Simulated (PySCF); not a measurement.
C7H5F2O (charge -1).
Geometry (GFN2-xTB, Å), atoms numbered from 1 in this order:
```
atom  x, y, z in Å
O1     1.109    2.046   -0.753
C2     0.273    1.172   -0.412
C3    -1.142    1.396   -0.410
C4    -2.039    0.433   -0.036
C5    -1.621   -0.834    0.368
C6    -0.267   -1.106    0.387
C7     0.659   -0.150    0.013
C8     2.110   -0.438    0.031
F9     2.592   -0.814    1.272
F10    2.481   -1.501   -0.772
H11   -1.488    2.375   -0.721
H12   -3.103    0.658   -0.053
H13   -2.342   -1.586    0.662
H14    0.088   -2.084    0.698
H15    2.685    0.440   -0.296
```

The geometry is computed with GFN2-xTB (gas phase).

Masses are those of the commonest isotopes; rigid-rotor values at the optimised geometry. The values belong to one conformer with, in the numbering `[O-:1][c:2]1[cH:3][cH:4][cH:5][cH:6][c:7]1[CH:8]([F:9])[F:10]`, C6–C7–C8–F9 -59°.

(1) What are A, B and C (cm⁻¹)?

(2) Classify the top.

(3) Is it planar, by Δ = Ic − Ia − Ib?

(4) Give the other two planar moments, Paa and Pbb, and the rms extents of the mass along the axes.

(5) Estimate the classical rotational partition function at 10 K, 50 K and 500 K.

Results:

(1) Ia = 225.17, Ib = 477.51, Ic = 614.08 u·Å²; 505379 MHz·u·Å²/I gives 2244, 1058 and 823.0 MHz, that is A = 0.07487, B = 0.03530, C = 0.02745 cm⁻¹.

(2) An asymmetric top; Ray's κ = -0.669.

(3) Not planar: Δ = Ic − Ia − Ib = -88.60 u·Å². For a rigid frame Δ = −2 Σ m c², so Σ m c² = 44.30 u·Å² lies off the ab plane: 0.00 from hydrogen and 44.30 from heavier atoms. The atom farthest from that plane is 1.08 Å away.

(4) Paa = Σ m a² = (Ib + Ic − Ia)/2 = 433.21 and Pbb = Σ m b² = (Ia + Ic − Ib)/2 = 180.87 u·Å². With the mass M = 143.03 u, the rms extents √(P/M) along a, b and c are 1.74, 1.12, 0.56 Å.

(5) Point group Cs, symmetry number σ = 1; q = (√π/σ)·√((kT/h)³/(ABC)), k/h = 20836.6 MHz/K: 3810 at 10 K, 42600 at 50 K, 1350000 at 500 K.

No frequency check. Constants of a rigid frame at the computed geometry: no zero-point averaging, no centrifugal distortion.
